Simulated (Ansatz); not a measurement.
# Isomers of GeHOF2

2 of its isomers, all doublets with charge 0: A = `[OH][Ge]([F])[F]`; B = `[O][GeH]([F])[F]`.

Shapes, held fixed at every level: PBE0-D4/def2-TZVP. Flexible molecules stand in one conformer, not always the lowest. Programs: Ansatz 0.2.0.

Electronic energies in kJ/mol, without zero-point or thermal terms.

```tsv
level	kind	B − A
r2SCAN-D4/def2-TZVPP	meta-GGA	+155.7
BHLYP-D4/def2-TZVPP	global hybrid	+128.1
PBE0-D4/def2-TZVPP	global hybrid	+155.3
wB97M-V/def2-TZVPP	range-separated hybrid	+157.5
wB97X-V/def2-TZVPP	range-separated hybrid	+144.5
B2PLYP/def2-TZVPP	double hybrid	+156.2
MP2/def2-TZVPP	perturbation theory	+174.9
CCSD(T)/def2-TZVPP	coupled cluster or CI	+144.5
```

The highest level, CCSD(T)/def2-TZVPP, puts A lowest of these. All levels agree on that. The B − A difference spans +128.1 to +174.9 kJ/mol over the levels. Open shells run unrestricted. Relativity is left out for Ge. Outer-core shells of Ge are correlated, in sets that cover them unevenly.
